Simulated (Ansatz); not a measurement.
The first iterations of a band of BClH3NO + BrH (9 atoms, charge 0, multiplicity 1).

The calculation used RKS PBE-D4/def2-SVP in Ansatz 0.2.0.

```
movable images  : 9
climbing image  : yes
spring          : 20.0 eV/Å²
optimiser       : quadratic models (default)
start path      : through a guess of the saddle point
force threshold : 0.05 eV/Å
iteration limit : 60
end points      : relaxed
```

Initial state:

```xyz
9
Properties=species:S:1:pos:R:3
B -0.172 -0.295 -0.142
O -0.546 0.204 1.097
H -1.375 -0.182 1.430
N 0.989 0.171 -0.765
H 1.577 0.888 -0.334
H 1.302 -0.165 -1.673
Cl -1.207 -1.539 -0.917
Br 1.542 2.476 2.034
H 0.473 1.498 1.813
```

Final state:

```xyz
9
Properties=species:S:1:pos:R:3
B 0.154 0.778 -0.463
O -0.132 -0.325 2.229
H -0.986 -0.412 1.764
N 1.290 0.100 -0.892
H 1.241 -0.837 -1.292
H 2.232 0.440 -0.701
Cl -1.475 0.126 -0.777
Br 0.319 2.542 0.349
H -0.060 0.644 2.327
```

| iteration | highest image above the first end (eV) | largest band force component (eV/Å) |
| --- | --- | --- |
| 1 | 19.156 | 100.826 |
| 2 | 5.215 | 24.995 |
| 3 | 2.572 | 13.250 |
| 4 | 1.600 | 4.742 |
| 5 | 5.383 | 27.624 |
| 6 | 2.160 | 14.216 |

Task: Does the band converge within its limit, and where does its top end?

Result: It converged. It ended after 18 iterations with the highest image 1.014 eV above the first end. The profile has 2 maxima (images 5, 7) with wells between them (image 6): this band takes more than one step, which may be the mechanism or a detour left from its start path. Another band between the same ends (9 images) ends at a top of the same energy, where a vibrational analysis finds 1 clearly imaginary mode. The orbitals stay closed-shell, which can raise the energy where a bond breaks towards radicals; this wasn't checked here.

Run time: 3.3 min on 4 threads of Arm Neoverse V1 (shared host), peak memory 0.18 GiB.
